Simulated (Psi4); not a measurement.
Two rigid molecules brought together: C2H6 ··· COS (SMILES CC and O=C=S). Monomers: optimised at B3LYP-D3(BJ) (def2-TZVP), held rigid. Orientation: a higher rigid-body minimum at GFN2-xTB. Only R, the distance of the centres of mass, is varied, so the lowest point isn't the relaxed dimer.

Geometry at R = 4.33 Å (first 8 atoms: monomer A):
```
11

C      0.7607    -0.0460     0.0397
C     -0.7607     0.0460    -0.0397
H      1.2367     0.6075    -0.6941
H      1.1251     0.2462     1.0265
H      1.1073    -1.0636    -0.1515
H     -1.1073     1.0636     0.1515
H     -1.1251    -0.2462    -1.0265
H     -1.2367    -0.6074     0.6941
O     -4.2560    -0.7545     1.0549
C     -4.2927    -0.1064     0.0989
S     -4.3422     0.7697    -1.1935
```

PBE/def2-TZVP, counterpoise-corrected (Psi4); PBE-D3(BJ)/def2-TZVP, counterpoise-corrected (Psi4); SAPT0/jun-cc-pVDZ, frozen core (Psi4).

Interaction energies in kcal/mol; the last columns give the difference from SAPT0:

```csv
R / Å,PBE/def2-TZVP,PBE-D3(BJ)/def2-TZVP,SAPT0/jun-cc-pVDZ,PBE/def2-TZVP − SAPT0/jun-cc-pVDZ,PBE-D3(BJ)/def2-TZVP − SAPT0/jun-cc-pVDZ
3.75,3.74,2.02,2.95,0.79,-0.93
3.93,1.70,0.17,0.99,0.71,-0.82
4.09,0.71,-0.64,0.11,0.60,-0.75
4.33,0.01,-1.09,-0.43,0.44,-0.65
4.50,-0.18,-1.12,-0.53,0.35,-0.59
4.70,-0.26,-1.02,-0.52,0.26,-0.50
5.05,-0.24,-0.75,-0.40,0.17,-0.35
5.36,-0.17,-0.53,-0.30,0.13,-0.23
5.84,-0.08,-0.30,-0.18,0.09,-0.12
6.51,-0.03,-0.13,-0.09,0.06,-0.04
7.54,0.00,-0.04,-0.03,0.03,-0.01
8.86,0.00,-0.01,-0.01,0.01,0.00
```

PBE/def2-TZVP is furthest from SAPT0/jun-cc-pVDZ at 3.75 (0.79 kcal/mol, above); its mean absolute difference over the points is 0.30 kcal/mol.

PBE-D3(BJ)/def2-TZVP is furthest from SAPT0/jun-cc-pVDZ at 3.75 (-0.93 kcal/mol, below); its mean absolute difference over the points is 0.42 kcal/mol.
